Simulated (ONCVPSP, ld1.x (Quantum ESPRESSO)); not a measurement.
## Potentials for Rh compared

Generated with ld1.x 7.5 (TM, RRKJ, ultrasoft, PAW), atompaw 4.2 or ONCVPSP 4.0.1. The cutoff is in Ry: for ld1.x and atompaw files where the sum of valence levels is converged to 10 mRy in a Bessel basis, for ONCV files where the hardest occupied wave has 1 mHa per electron of residual kinetic energy. The error is the largest all-electron minus pseudo excitation energy over each file’s own four to seven test configurations (ionisations up to +4, promotions, holes and added fractions of an electron), all of which were solved. The labels leave out finer settings (local radius, basis sizes, second energies), which also bear on the numbers. Spin-polarised tests are not counted. The rows are a selection from randomly drawn settings: files with unsolved tests, undetermined cutoffs or missed reference levels are left out.

A true bound ghost makes a file unfit for plane-wave use even where its test errors are small: the radial tests pick states by their node count and pass the ghost by.

| potential | cutoff (Ry) | largest error (meV) | bound ghosts |
| --- | --- | --- | --- |
| ONCV, PBE, fully relativistic, rc 1.65/1.65/1.85 (spd), local smoothed, core correction yes, reference 4s2 4p6 4d6, qcut 6.1/8.2/7, projectors 2/2/2 | 42 | -49 | none |
| ONCV, LDA (Perdew-Zunger), fully relativistic, rc 1.75/1.80/2.15 (spd), local smoothed, core correction no, reference 4s2 4p6 4d8 5s1, qcut 6.3/6.8/6.5, projectors 2/3/2 | 34 | +69 | none |
| ONCV, LDA (Perdew-Zunger), scalar-relativistic, rc 1.65/1.60/1.60 (spd), local d, core correction yes, reference 4s2 4p6 4d8 5p1, qcut 6.6/8.9/9.4, projectors 2/2/0 | 57 | -57 | none |
| ONCV, PBE, scalar-relativistic, rc 1.05/1.85/1.40 (spd), local smoothed, core correction yes, reference 4s2 4p6 4d8 5p1, qcut 5.6/6.7/6.2, projectors 2/2/2 | 214 | -89 | none |
| PAW, PBE, scalar-relativistic, rc 3.54/3.38/1.78/3.32 (spdf), local smoothed, core correction yes, reference 4d8 5s0.5 5p0 | 35 | -65 | s |
| ONCV, PBE, scalar-relativistic, rc 1.50/1.25/1.20 (spd), local d, core correction yes, reference 4s2 4p6 4d6, qcut 10.2/6.6/7.3, projectors 2/2/0 | 141 | +6.6 | none |

Fill in the row for Rh: ONCV, PBE, scalar-relativistic, rc 1.85/1.60/1.30 (spd), local smoothed, core correction yes, reference 4s2 4p6 4d8 5s1, qcut 6.7/9.3/6.2, projectors 2/2/2.

cutoff 141 Ry, largest error -2.4 meV, bound ghosts: none.

Fill in the row for Rh: ONCV, Wu-Cohen, scalar-relativistic, rc 1.60/1.25/2.25 (spd), local smoothed, core correction no, reference 4s2 4p6 4d8 5s1, qcut 5.8/6.6/5.6, projectors 2/2/2.

cutoff 138 Ry, largest error -533 meV, bound ghosts: none.
